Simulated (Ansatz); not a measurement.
C2H3O2 (SMILES CO[C]=O), doublet, geometry from GFN2-xTB. Base run: R2SCAN/STO-3G (Ansatz, a program for electronic structure).

Here is a job for Ansatz.
Ansatz 0.2 input:
```yaml
crystal:
  periodic: [false, false, false]
  atoms:
    - {symbol: C, position_ang: [-0.93387820, -0.06541199, 0.01318371]}
    - {symbol: O, position_ang: [-0.95258739, -1.26170140, 0.00490787]}
    - {symbol: O, position_ang: [-0.02803634, 0.83430160, 0.00637219]}
    - {symbol: C, position_ang: [1.38446796, 0.45047108, -0.01701847]}
    - {symbol: H, position_ang: [1.94352282, 1.38117052, -0.01853930]}
    - {symbol: H, position_ang: [1.61200272, -0.14253780, 0.86761719]}
    - {symbol: H, position_ang: [1.58592576, -0.12978890, -0.91630983]}
basis:
  gaussian:
    orbitals: STO-3G
hamiltonian:
  xc: r2scan
magnetization: {spin_polarized: true, initial_magnetization: 1}
```

The base run was repeated with changes; each row names its change, and settings that it needs were set with it.

| change | ΔE vs base (mEh) |
|---|---|
| base | 0.000 |
| occupation = up:A':14 A'':2 down:A':12 A'':3 | 409.1 |
| symmetry_tolerance_ang = 0.01 | 0.000 |
| occupation = up:A':13 A'':3 down:A':12 A'':3 | 0.000 |
| occupation = up:A':12 A'':4 down:A':12 A'':3 | 151.0 |
